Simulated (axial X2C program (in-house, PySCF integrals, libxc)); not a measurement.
# Nuclear properties of SbAs

Computed with an in-house all-electron X2C program for linear molecules (integrals from PySCF): two-component X2C with atomic mean-field Coulomb and Gaunt terms, Gaussian nuclei, basis Sb dyall-cv3z, As dyall-cv3z with contracted cores.

R = 2.284 Å (near the PBE0 minimum at charge 0 of the determinant lowest at the starting distance; the state shown can have its own minimum elsewhere).

Input and command:
```json
{"zs": [51, 33], "q": 0, "bas": ["dyall-cv3z", "dyall-cv3z"], "r0": 2.61, "levels": ["PBE0", "HF", "B3LYP", "LDA", "PBE50"], "nst": 3}
```
```bash
python soeom.py task.json out
```

Keys: zs atomic numbers; q charge; bas basis sets; r0 starting distance in Å; levels methods; nst determinants followed.

Determinant lowest in the PBE0 search, Ω = 0 (closed shell), highest spinor 51% As p, 44% Sb p, 2% Sb d:

| level | qzz Sb (a.u.) | qzz As (a.u.) | μ (D) |
| --- | --- | --- | --- |
| PBE0 | -4.91 | -2.75 | -0.96 |
| HF | -5.77 | -3.33 | -1.12 |
| B3LYP | -4.76 | -2.75 | -0.94 |
| LDA | -4.58 | -2.57 | -0.86 |
| PBE50 | -5.24 | -2.92 | -1.03 |

Determinant 1.82 eV from it at PBE0 and this distance, Ω = 1 (⟨Sz⟩ = 1.00, ⟨Lz⟩ = 0.00 at PBE0), spin on the atoms Sb 0.44, As 0.55:

| level | Eeff magnitude (GV/cm) | Ws magnitude Sb (kHz) | Ws magnitude As (kHz) | A∥/gI Sb (MHz) | qzz Sb (a.u.) | A∥/gI As (MHz) | qzz As (a.u.) | μ (D) |
| --- | --- | --- | --- | --- | --- | --- | --- | --- |
| PBE0 | 0.278 | 0.0219 | 0.0842 | -578 | -4.02 | -258 | -2.41 | -0.62 |
| HF | 0.194 | 0.288 | 0.232 | -341 | -4.25 | -274 | -2.65 | -0.54 |
| B3LYP | 0.444 | 0.151 | 0.0627 | -534 | -3.94 | -227 | -2.41 | -0.62 |
| LDA | 0.603 | 0.286 | 0.0366 | -561 | -3.84 | -225 | -2.33 | -0.56 |
| PBE50 | 0.164 | 0.0944 | 0.114 | -550 | -4.21 | -256 | -2.47 | -0.67 |

Eeff is the effective electric field on the electron electric dipole moment in this Ω state and Ws the scalar–pseudoscalar constant of the nucleus named (defined with the proton number Z and per Ω); A∥ (defined per Ω) follows by multiplying with gI = μI/(I μN); qzz is the electric field gradient, eQq0 = 234.96 MHz × Q/barn × qzz; μ is positive if the As end (last atom) is positive. The operators were transformed with the bare-nucleus X2C matrices; with these basis sets, hyperfine constants and field gradients can be off by tens of per cent, and where levels differ in sign neither size nor sign is settled.

Q: With Q(121Sb) = -0.543 barn, Q(75As) = 0.311 barn (Q from Pyykkö, Mol. Phys. 2018), turn the PBE0 values of the first state into constants in MHz.

A: eQq0(121Sb) = 234.96 × (-0.543) × (-4.91) = 626 MHz; eQq0(75As) = 234.96 × (0.311) × (-2.75) = -201 MHz.

Each state is one determinant with collinear spin, which with several unpaired electrons need not be a pure state. Unrestricted Hartree–Fock can overshoot spin polarisation at the nuclei. A closed determinant beside an open π² or δ² triplet, such as (π1/2)², mixes with its partner pair into the 0⁺ component of the triplet and ¹Σ⁺, so its energy is not that of a level, and 0⁺ can lie lowest. With several open shells hyperfine constants can be off by a factor of several. Where Eeff spreads by more than a factor of two the levels disagree and none is to be relied on. Open-shell Ω = 0 determinants with evenly filled partner blocks cannot be reached by this program, so the Ω shown need not be the lowest component. The search compared states at one distance, so a state with another bond length can lie lower. The sign of Ws at Sb differs between levels in the second state. Further determinants of the search, some of them spin-mixed, are not shown. PBE0 term energies can be off by some tenths of an eV.
